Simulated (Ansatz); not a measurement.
```xyz
2

C     0.0000    0.0000   -1.0272
S     0.0000    0.0000    0.3852
```

Basis set: cc-pVDZ (spherical functions). Correlated methods keep 6 orbitals frozen. Charge 0, multiplicity 1.

Computed with Ansatz (development build ahead of 0.2.0); each method stands on the lowest determinant of its kind that the runs found. Restricted open shells among the atoms or ions are ROHF, correlated in semicanonical orbitals with singles.

Problem. Give the atomization energy at this shape (free ground-state atoms in the same class of orbitals less the molecule, no zero-point energy) of singlet CS by RHF-MP2, RHF.

Solution.

| method | atomization energy |
| --- | --- |
| RHF-MP2 | 6.15 eV |
| RHF | 3.68 eV |

Caution: no unrestricted run beside it, a lower state can exist; the shape is not the minimum.
